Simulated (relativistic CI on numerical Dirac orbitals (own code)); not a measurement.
Sensitivity of the levels of Ir XXIII to α and to the nuclear radius

These numbers are calculated, not measured: Dirac-Coulomb-Breit CI, orbitals from a KLI potential per configuration, derivatives by finite differences, unscaled Slater integrals, QED left out (own radial code, finite nucleus).

Configuration list (outside the closed core [Ar] 3d10 4p6 4d10): 4s2.4f9, 4s.4f10, 4f11. Levels of other configurations are missing.

With x = (α/α₀)² − 1 an excitation energy changes as ω = ω₀ + qx; K = 2q/ω₀ is the relative enhancement. Terms are leading LS components, so labels can repeat. The field-shift factor is F = δν/δ⟨r²⟩ for the transition from the lowest level.

Lowest level 4s2.4f9 6H°_15/2.

| Level | ω₀ (cm⁻¹) | q (cm⁻¹) | F (GHz/fm²) |
| --- | --- | --- | --- |
| 4s2.4f9 6H°_13/2 | 17960.8 | 20950 | 1.11 |
| 4s2.4f9 6F°_11/2 | 21968.1 | 8272 | 0.595 |
| 4s2.4f9 6F°_9/2 | 24087.2 | -153.1 | 0.248 |
| 4s2.4f9 6H°_11/2 | 29279.5 | 25200 | 1.42 |
| 4s2.4f9 6H°_9/2 | 33575.1 | 27570 | 1.56 |
| 4s2.4f9 6F°_7/2 | 37442.2 | 23620 | 1.43 |
| 4s2.4f9 6H°_7/2 | 39251.6 | 27840 | 1.63 |
| 4s2.4f9 6F°_3/2 | 41622.3 | 6607 | 0.732 |
| 4s2.4f9 6H°_5/2 | 42717.5 | 30920 | 1.8 |
| 4s2.4f9 6F°_5/2 | 44864.1 | 29240 | 1.76 |
| 4s2.4f9 2K°_15/2 | 45695.8 | 2318 | 0.615 |
| 4s2.4f9 6F°_1/2 | 47983.4 | 25880 | 1.64 |
| 4s2.4f9 4M°_21/2 | 57259.1 | 12930 | 1.25 |

At this charge energies of transitions that change n are usually good to better than 1 %, and those within a shell (Δn = 0) to a few per cent. Terms inside the open d or f shell come out 10 to 20 % too wide with unscaled integrals.

Task: Which transition from the lowest level has the largest |K|?

Result: 4s2.4f9 6H°_13/2 at 17960.8 cm⁻¹, K = 2.33.
